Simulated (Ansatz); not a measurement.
System: C$_{3}$H$_{9}$S, charge 1, multiplicity 1. It need not be the lowest isomer of its formula. 
Geometry from a B3LYP-D3(BJ)/def2-TZVP (Ansatz, a program for electronic structure) optimisation:
```
C
H 1 1.0925
H 1 1.0929 2 107.53
C 1 1.5233 2 109.94 3 119.50
H 4 1.0879 1 113.57 2 -175.33
H 4 1.0908 5 109.88 1 127.04
C 1 1.5303 2 109.97 3 -119.59
H 7 1.0891 1 109.60 2 59.47
H 7 1.0906 8 107.92 1 121.39
H 7 1.0907 8 107.90 9 117.10
S 4 1.8546 5 107.50 6 111.69
H 11 1.3520 4 99.46 5 54.34
H 11 1.3529 12 94.00 4 101.84
```
Charge +1, spin multiplicity 1.

Parts of the frozen-core correlation energy in cc-pV(D+d)Z (Ansatz, hartree). Frozen orbitals: 8; correlated occupied orbitals by spin: 13 and 13; virtual: 89 and 89. Spin-orbit coupling is left out. No relativistic terms.

| term | value |
|---|---|
| reference (HF) | -516.12150 |
| MP2 opposite-spin | -0.44470 |
| MP2 same-spin | -0.12733 |
| CCSD correlation | -0.63737 |
| (T) | -0.01873 |
| T1 diagnostic | 0.009 |
| largest doubles amplitude | 0.028 |
